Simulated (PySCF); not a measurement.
BHandHLYP on Zr⁻ (zirconium, charge -1), [Kr] 4d3 5s2, high-spin 4F determinant. Calculation: PySCF 2.14, in aug-cc-pwCVQZ-PP with ECP28MDF (9s9p8d5f4g3h, 180 functions); scalar relativity through the core potential.

```
cycle= 1 E= -46.6847748676243  delta_E= -0.0131  |g|= 0.0296  |ddm|= 2.11
cycle= 2 E= -46.6873600195312  delta_E= -0.00259  |g|= 0.0257  |ddm|= 0.573
cycle= 3 E= -46.6881397854214  delta_E= -0.00078  |g|= 0.00662  |ddm|= 0.238
cycle= 4 E= -46.6887168658338  delta_E= -0.000577  |g|= 0.00271  |ddm|= 0.323
cycle= 5 E= -46.6888064885688  delta_E= -8.96e-05  |g|= 0.000433  |ddm|= 0.143
cycle= 6 E= -46.6888073282398  delta_E= -8.4e-07  |g|= 0.000121  |ddm|= 0.0094
cycle= 7 E= -46.688807359987  delta_E= -3.17e-08  |g|= 2.48e-05  |ddm|= 0.00147
cycle= 8 E= -46.6888073627637  delta_E= -2.78e-09  |g|= 3.74e-06  |ddm|= 0.000719
cycle= 9 E= -46.6888073628654  delta_E= -1.02e-10  |g|= 5.61e-07  |ddm|= 7.6e-05
converged SCF energy = -46.6888073628654  <S^2> = 3.7832762  2S+1 = 4.0166036
```

Highest occupied orbital energy: 0.162 eV; ⟨L²⟩ = 12.03; populations by l: s 4.00, p 6.00, d 3.00, f 0.00.

Task: Can this result be used?

Result: With care. The calculation finished and met its thresholds. Energies and moments cover only the electrons outside the core potential. At BHandHLYP the highest occupied level has a positive energy, so only the finite basis holds that electron; in a semilocal or global hybrid functional this comes from self-interaction and does not mean that the real anion is unbound.
